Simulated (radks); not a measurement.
Numerical settings for neutral chromium, [Ar] 3d5 4s1. Calculated with a radial shooting solver on a logarithmic mesh with Libxc functionals: non-relativistic Kohn-Sham, TPSS, spin-unpolarised, spherical densities, point nucleus; meta-GGA in the generalised Kohn-Sham scheme. The defaults (mesh step 0.008 in ln r, mesh end at 40 bohr or more with all orbitals vanishing there, Anderson mixing 0.5 over 9 steps, residual threshold near 1e-9 with the energy settled to 1e-9 hartree or 1e-11 of itself, here a cap of 54 iterations) give E = -1044.277 hartree and 3d at -2.868 eV in 15 iterations. Times are rough (one thread of a shared host). Changes against that run (0 stands for a change within the tolerance of the run):

setting	iterations	converged	E (mhartree)	e(3d) (meV)	CPU (s)
mesh step in ln r 0.012	14	yes	0	-0.00785	0.09
mesh step in ln r 0.005	15	yes	0	-0.00931	0.22
mesh step in ln r 0.003	18	yes	0	0	0.4
mesh end (bohr) 12	15	yes	+0.112	+13.9	0.13
mesh end (bohr) 2	10	level above zero	+7.26e+03	+4.65e+04	0.07
residual threshold 0.1	11	yes	0	-0.269	0.11
residual threshold 0.001	11	yes	0	-0.269	0.11
mixing 0.01	10	no	diverged	-	0.14
linear mixing, mixing 0.5	54	no	0	-0.0132	0.37
linear mixing, mixing 0.8	54	no	+8.36e+03	+1.67e+03	0.77
mixing history 20	15	yes	0	0	0.14
iteration cap 3	3	no	+24.9	+1.53e+03	0.03

Settled on a wrong energy, with an occupied level pushed above zero by the early mesh end: mesh end (bohr) 2 (+7.26 hartree). Apart from these: no run marked as converged misses the energy by more than 1 mhartree. A mesh that ends early acts as a hard wall.
